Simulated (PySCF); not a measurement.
BI3, SMILES IB(I)I. Coordinates come from a B3LYP-D3(BJ)/def2-SVP optimisation. The isomer is the one that the SMILES or the coordinates give; other isomers of the formula were not compared. The def2 effective core potentials stand for the cores of I; spin–orbit coupling is left out.

The numbers are results of B3LYP-D3(BJ)/def2-SVP run with PySCF 2.14.0, not measurements.

Harmonic wavenumbers (cm⁻¹): 104, 104, 193, 319, 708, 708. Rotational constants (GHz): 0.5829, 0.5829, 0.2915; symmetry number 6.

**Question.** Work out the zero-point energy and the ideal-gas rigid-rotor harmonic-oscillator thermochemistry at 298.15 K and 1 atm.

**Answer.** ZPE = ½ Σ hcν = ½ × 2136 cm⁻¹ = 12.78 kJ/mol. H − E(el) = 29.63 kJ/mol. Entropy in J/(mol K): translation 183.20, rotation 120.88, vibration 45.41, total 349.49. G − E(el) = -74.57 kJ/mol. Cp = 70.94 J/(mol K). Modes under 150 cm⁻¹ make the vibrational entropy uncertain.
